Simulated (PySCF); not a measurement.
**C₃H₁₀N₂O₂Si₂: full NMR table**

| Property | Result |
| --- | --- |
| Formula | C3H10N2O2Si2 |
| SMILES | N[Si@@H]1CO[C@@H](C=O)[SiH2]N1 |
| InChI | InChI=1S/C3H10N2O2Si2/c4-9-2-7-3(1-6)8-5-9/h1,3,5,9H,2,4,8H2/t3-,9+/m1/s1 |
| Point group of the computed structure | C1 |
| Degrees of unsaturation | 2 |
| Carbon signals | 3 |
| Proton signals | 9 |

Bonds (- single, = double, # triple, : aromatic): N1-Si2, Si2-C3, C3-O4, O4-C5, C5-C6, C6=O7, C5-Si8, Si8-N9, N9-Si2. N1 carries H10, H11; Si2 carries H12; C3 carries H13, H14; C5 carries H15; C6 carries H16; Si8 carries H17, H18; N9 carries H19. Stereochemistry as in N[Si@@H]1CO[C@@H](C=O)[SiH2]N1. H13, H17 are cis to N1 on the ring; H14, H18 are trans to N1 on the ring.

Theoretical values (PySCF 2.14): shieldings: GIAO PBE0/pcSseg-1, geometry: GFN2-xTB. One conformer, averaged over atoms made equivalent by symmetry, fast rotation or ring inversion, relativity neglected, isolated molecule.

δ = σ(ref) − σ, references computed at the same level: 1H, 13C, 29Si vs TMS; NH3 for 15N; H2O for 17O.

| carbon | δC, type | δH (multiplicity) | HMBC from (2–3 bonds) | span of the C tensor (ppm) |
| --- | --- | --- | --- | --- |
| C3 | 63.3, CH2 | H13 3.32 (m); H14 4.19 (m) | H12, H15 | 92 |
| C5 | 86.8, CH | 4.07 (m) | H16, H18, H17, H14, H13 | 42 |
| C6 | 209.8, CH | 10.18 (d) | H18, H17, H15 | 190 |

Other nuclei:
```tsv
atoms	nucleus	environment	δ (ppm)	σ (ppm)
H12	1H	hydrogen on a silicon bonded to C, 2 N, in a 6-membered ring	5.07	26.64
H18	1H	hydrogen on a silicon bonded to C, N, in a 6-membered ring	4.90	26.82
H17	1H	hydrogen on a silicon bonded to C, N, in a 6-membered ring	4.78	26.94
H10/H11	1H	hydrogen on a nitrogen bonded to Si	0.71	31.01
H19	1H	hydrogen on a nitrogen bonded to 2 Si, in a 6-membered ring	-0.07	31.79
Si2	29Si	silicon bonded to C, 2 N, H, in a 6-membered ring	-39.6	388.7
Si8	29Si	silicon bonded to C, N, 2 H, in a 6-membered ring	-44.3	393.5
N9	15N	nitrogen bonded to 2 Si, H, in a 6-membered ring	32.5	235.3
N1	15N	nitrogen bonded to Si, 2 H	29.9	237.9
O7	17O	aldehyde oxygen	658.9	-322.9
O4	17O	ether oxygen	4.0	332.1
```

- Carbon types of the structure: 2 × CH, 1 × CH2, leaving 6 H on heteroatoms.
- δC 209.8: aldehyde carbonyl carbon; the double bond to the heteroatom, with no lone-pair donor beside it, deshields it most.
- δC 86.8: sp3 CH bonded to O and Si, α to a carbonyl; the inductive effect lowers its shielding.
- δC 63.3: sp3 CH2 bonded to O and Si; pulled downfield by the heteroatom.
- δH 10.18: hydrogen on an aldehyde carbonyl carbon; the C=O anisotropy and electron withdrawal place aldehyde protons far downfield.
- δH -0.07: hydrogen on a nitrogen bonded to 2 Si, in a 6-membered ring; exchangeable, gas-phase position.

The OH or NH signal is concentration- and solvent-dependent in practice; the value given is the gas-phase one. Shifts are as computed. Against solution values, carbons near 30 ppm lie about +3 ppm off and those near 130 ppm about +5 ppm. Of 1211 compounds with measured shifts, 218 miss one by over three times the rms of a fit or turn the order of signals round; such compounds aren't used in these exercises. Unscaled 17O shifts of doubly bonded oxygen tend to come out too high, by tens of ppm or more. Experimental scales use liquid or dissolved standards, which lie at an offset from isolated NH3 (liquid NH3: subtract about 20 ppm) and H2O (liquid H2O: subtract about 36 ppm). No couplings were computed; multiplicities are counted from neighbouring protons, with m where these are inequivalent, close in shift, in a saturated or five-membered ring or joined by F or P, and br s for small geminal =CH2 splittings.
